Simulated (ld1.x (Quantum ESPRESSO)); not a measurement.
Transferability test, PAW potential for Be (Z = 4)

* Element: beryllium
* Generator: ld1.x (Quantum ESPRESSO) 7.5
* Type: PAW
* Functional: PBEsol
* Relativity: non-relativistic
* Frozen core: [He]
* Valence charge: 2
* Reference configuration: 2s2 2p0
* Partial waves: 2s (bound): rcut 1.95, rcutus 2.40 bohr; 2s channel at 3.9 Ry: rcut 1.95, rcutus 2.40 bohr; 2p (bound, empty): rcut 3.35, rcutus 4.55 bohr; 2p channel at 0.15 Ry: rcut 3.35, rcutus 4.55 bohr; 3d channel at 0.5 Ry: rcut 3.50, rcutus 4.30 bohr; 3d channel at 3 Ry: rcut 3.50, rcutus 4.30 bohr
* Local potential: all-electron potential smoothed inside 4.50 bohr (lloc = -1)
* Core correction: a·sin(br)/r model core inside 1.55 bohr
* Augmentation charge: BESSEL, radius 2.15 bohr

Energies are relative to the spin-unpolarised reference configuration 2s2 2p0; without spin polarisation the order of configurations can differ from experiment. The frozen-core shift is the all-electron ΔE with the core orbitals held at their reference shape minus the fully relaxed ΔE.

```
valence configuration  charge  ΔE all-electron (eV)  error AE − PS (meV)  frozen-core shift (meV)
              2s1 2p0      +1                 9.456                  -12                     +1.8
            2s1.5 2p0    +0.5                 3.721                 -4.3                     +0.3
              2s1 2p1       0                 3.592                 -0.8                     +0.5
              2s0 2p1      +1                13.360                  -17                     +3.5
```

(1) What are ΔE and the potential's error for 2s0 2p2?

## Answers

(1) ΔE = 7.207 eV all-electron; the error (AE − PS) is +0.6 meV.
